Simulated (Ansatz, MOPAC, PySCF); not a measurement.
Constitutional and geometric isomers with formula CH3BSi. Isolated molecules, 0 K electronic values unless said otherwise. Strings in code marks are SMILES.

Quantity: vertical ionisation energy (energy after one electron is removed minus that of the parent at the parent's geometry), in eV. The restricted reference of `B1=C[SiH2]1` is unstable towards unrestricted orbitals.

Level 1: frozen-core MP2/cc-pVQZ // B3LYP-D3(BJ)/def2-TZVP (Ansatz, a program for electronic structure)
Level 2: B3LYP/6-31G* // B3LYP-D3(BJ)/def2-TZVP (PySCF)
Level 3: PBE/6-31G* // B3LYP-D3(BJ)/def2-TZVP (PySCF)
Level 4: minus the HOMO energy of PM3 // B3LYP-D3(BJ)/def2-TZVP (MOPAC)

| species | level 1 | level 2 | level 3 | level 4 |
|---|---|---|---|---|
| `B1C=[SiH]1` | 9.50 | 9.31 | 9.22 | 9.10 |
| `B=C=[SiH2]` | 8.89 | 8.49 | 8.59 | 9.12 |
| `B1=C[SiH2]1` | 9.82 | 9.19 | 9.23 | 9.08 |
